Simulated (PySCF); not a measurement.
Distorted geometries of WO3(H2O)

WO3(H2O) (singlet). PySCF 2.14.0, RKS PBE, W def2-SVP with ECP60, O def2-SVP, H def2-SVP; non-relativistic Hamiltonian with scalar-relativistic core potentials where named; density fitting; no spin-orbit coupling. Relaxed geometry:

```xyz
7

W     0.0752   -0.0201    0.0201
O     1.0758    0.9418    1.0810
O    -1.0133   -0.9857    0.9857
O     1.0758   -1.0810   -0.9418
O    -1.1112    1.2861   -1.2861
H    -1.6112    2.0485   -0.9306
H    -1.6112    0.9306   -2.0485
```

Q: Order these distorted geometries by energy above the relaxed one, lowest first.
A.
```xyz
7

W     0.0416   -0.0315   -0.0012
O     1.1020    0.9453    1.1345
O    -1.0215   -0.9669    0.9678
O     1.0667   -1.1087   -0.9407
O    -1.1054    1.2602   -1.3300
H    -1.5967    2.0776   -0.9352
H    -1.6069    0.9442   -2.0154
```
B.
```xyz
7

W     0.1295    0.0360   -0.0457
O     0.9240    0.9038    1.0628
O    -0.9460   -1.0717    0.9796
O     1.1155   -0.9476   -0.9182
O    -1.1203    1.2902   -1.1407
H    -1.6490    2.0217   -1.0195
H    -1.5738    0.8879   -2.0385
```
C.
```xyz
7

W     0.0399    0.0163    0.0724
O     0.9492    0.8760    1.0747
O    -1.0023   -0.9784    0.9127
O     1.1072   -1.1495   -0.9564
O    -1.0284    1.1947   -1.1335
H    -1.6097    2.1721   -0.9933
H    -1.5761    0.9890   -2.0968
```

A: A (0.40 eV), B (1.61 eV), C (2.34 eV).

Q: Which forces (eV/Å) act in the one that lies 0.40 eV up?

A: 
```
W    3.50  1.84  1.31
O   -1.99 -1.59 -2.12
O   -0.84 -0.75  0.55
O   -0.56  0.35  0.33
O    1.34  3.39  4.22
H    1.03 -1.65 -0.83
H   -2.47 -1.60 -3.44
```
Forces carry noise of the integration grid, about 0.01 to 0.03 eV/Å.
